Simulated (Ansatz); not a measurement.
Two spin states of MgB+, each at its own minimum; 2S+1 = 1, 3 were tried, and our sources give no spin for the ground state.

```csv
level,energy of the multiplicity-3 state above the multiplicity-1 state (kcal/mol)
PBE/def2-TZVPP,16.44
PBE0/def2-TZVPP,13.19
wB97X-V/def2-TZVPP,16.13
CCSD/def2-TZVPP,21.98
CCSD(T)/def2-TZVPP,23.46
```

The rows run from 13.19 (PBE0/def2-TZVPP) to 23.46 kcal/mol (CCSD(T)/def2-TZVPP). The 3 functionals in def2-TZVPP without D3 or D4 span 3.26, from PBE0 to PBE.

Each state is the lowest solution found for its spin in def2 and cc sets. The singlet is a restricted closed-shell determinant, which can mix singlet states where a π or δ shell is part-filled.

Correlated levels freeze the inner cores; with def2 sets outer-core shells near the valence are correlated too.

Doubts at one or more of the structures used: a restricted determinant that unrestricted orbitals would lower (CCSD/def2-TZVPP, CCSD(T)/def2-TZVPP).

The values were computed with Ansatz (Gaussian orbitals).

Ansatz is a program for electronic structure.
